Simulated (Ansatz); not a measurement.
Reaction (cleavage of the Si–Si bond): `Cl[SiH2][SiH]1CO1` + HBr → `Br[SiH]1CO1` + `[SiH3]Cl`

Computed with Ansatz on PBE0-D4/def2-TZVP structures; ΔE is electronic, products minus reactants. CCSD(T)/CBS adds triple-zeta CCSD(T) − MP2 to the extrapolated MP2 energy (def2 sets, frozen cores). This one scheme is used for every species. DFT in def2-TZVPP. B3LYP here is the variant with VWN-RPA as its local correlation; programs differ in this. For Br outer-core shells are correlated without core-valence functions, which leaves a few kJ/mol of doubt a bond. Scalar relativity is left out up to krypton. Each species was taken in one conformer, which may not be the lowest.

(1) Is it downhill or uphill in electronic energy at CCSD(T)/CBS, and by how much? (Estimate.)

(2) What do these levels give: PBE-D4, PBE0-D4, PBE, PBE0, B3LYP, SCS-MP2/def2-TZVPP? (Estimate.)

Largest T1 diagnostic among the species: 0.014.

## Answers

(1) The calculation gave: Downhill: ΔE = -24.2 kcal/mol.

(2) Ansatz gave: PBE-D4 -20.0, PBE0-D4 -21.6, PBE -20.6, PBE0 -22.2, B3LYP -23.7, SCS-MP2/def2-TZVPP -25.9 kcal/mol.

From PBE to PBE0 (25 % exact exchange), in def2-TZVPP and without D4, ΔE moves by −1.6 kcal/mol. The D4 term adds +0.9 kcal/mol with B3LYP and +0.6 kcal/mol with PBE0; it sums over pairs of atoms, weighted by their polarisabilities, and B3LYP, whose exchange is more repulsive, gets the larger term.
